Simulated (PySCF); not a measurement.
**C: excitation energy**

C [He] 2s2 2p2 (3P) → C [He] 2s1 2p3 (5S), as a difference of total energies. All numbers are calculated (PySCF 2.14, no relativity, point nucleus, in aug-cc-pwCVTZ (7s6p4d2f, 59 functions)). Correlated levels: valence: 1s2 frozen; valence and next inner shell: nothing frozen. The calculations carry no spin-orbit coupling.

```json
{"method": "UHF", "excitation energy (eV)": "2.585", "error (eV)": "-1.594"}
{"method": "LDA", "excitation energy (eV)": "4.074", "error (eV)": "-0.105"}
{"method": "PBE", "excitation energy (eV)": "4.129", "error (eV)": "-0.050"}
{"method": "PBE0", "excitation energy (eV)": "4.024", "error (eV)": "-0.155"}
{"method": "r2SCAN", "excitation energy (eV)": "3.618", "error (eV)": "-0.561"}
{"method": "PBEsol", "excitation energy (eV)": "3.981", "error (eV)": "-0.198"}
{"method": "PW91", "excitation energy (eV)": "4.136", "error (eV)": "-0.043"}
{"method": "M06-2X", "excitation energy (eV)": "4.740", "error (eV)": "+0.561"}
{"method": "wB97M-V", "excitation energy (eV)": "4.484", "error (eV)": "+0.305"}
{"method": "MP2 (valence)", "excitation energy (eV)": "3.720", "error (eV)": "-0.459"}
{"method": "SCS-MP2 (valence)", "excitation energy (eV)": "4.296", "error (eV)": "+0.117"}
{"method": "MP2 (valence and next inner shell)", "excitation energy (eV)": "3.715", "error (eV)": "-0.464"}
{"method": "SCS-MP2 (valence and next inner shell)", "excitation energy (eV)": "4.293", "error (eV)": "+0.114"}
```

Reference: 4.179 eV (measured; NIST levels, between the centres of gravity of the two terms).

Errors of the correlated levels include the incompleteness of this basis and the frozen core.
